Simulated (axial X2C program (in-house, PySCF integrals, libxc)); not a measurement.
**Worked dissociation energy of SeO⁻: PBE0, 2c**

Calculated with an axial X2C code built on PySCF integrals. Two-component (2c) means X2C with spin–orbit coupling and atomic mean-field two-electron Coulomb and Gaunt terms. Basis: Se dyall-acv3z [9s10p7d5f1g], O dyall-av3z [7s6p3d2f] (cores contracted in-house); Gaussian nuclei, density fitting, unrestricted open shells. Masses: Se 79.917 u, O 15.995 u.

Molecular state: Ω = 3/2 (⟨Sz⟩ = 0.50, ⟨Lz⟩ = 1.00 at PBE0).

| Quantity | Value |
| --- | --- |
| E(Se-) (2M_J = 3) | -2428.867526 hartree |
| E(O) (2M_J = 2) | -75.071371 hartree |
| E(SeO⁻) at Re | -2504.080200 hartree |
| ωe | 774.3 cm⁻¹ |
| ωexe | 3.65 cm⁻¹ |

**Question.** Work out De and D0.

**Answer.** De = -2428.867526 + (-75.071371) − (-2504.080200) = 0.14130 hartree = 3.845 eV. The zero-point energy is ωe/2 − ωexe/4 = 386 cm⁻¹ = 0.048 eV, so D0 = 3.797 eV.

One determinant describes the state; a PBE0 search over occupations chose it and may have missed a lower one. Dissociation energies refer to the lowest single-determinant-based atoms at the same level and basis. Density functionals use the spin component along the axis (collinear). A 2c atom that is not at its ground J level misses part of its spin–orbit lowering, and De is too large by that part (0.04 eV or less for light atoms). This holds for PBE0. Without a current term, density functionals place determinants with orbital angular momentum somewhat too high. The highest occupied level of some functionals is positive through self-interaction error; at Hartree–Fock it is bound.

Each atomic determinant is the lowest at this level and need not be a pure J level. Totals compare only within one Hamiltonian and basis.
